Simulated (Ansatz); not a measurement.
Basis-set extrapolation for `FB(S)S` (PBE0-D4/def2-TZVP geometry, frozen core, the Gaussian-basis code of Ansatz). Multiplicity 1, RHF reference.

```
                      def2-TZVPP   def2-QZVPP
                 HF  -920.548560  -920.576142
    MP2 correlation    -0.697806    -0.759840
CCSD(T) correlation    -0.765910    -0.825452
```

Energies in hartree. Use E(X) = E(∞) + A·exp(−7.88·√X) for Hartree–Fock and E(X) = E(∞) + B·X^(−2.97) for correlation, with X = 3 and 4.

**Question.** What is the CCSD(T) energy at the basis-set limit?

**Answer.** HF limit: -920.576142 + (-0.027582) × 0.13774 = -920.57994. Correlation limit: -0.825452 + (-0.059542) × 0.74074 = -0.86956. Total: -921.44950 hartree, 84.7 kcal/mol below CCSD(T)/def2-TZVPP.
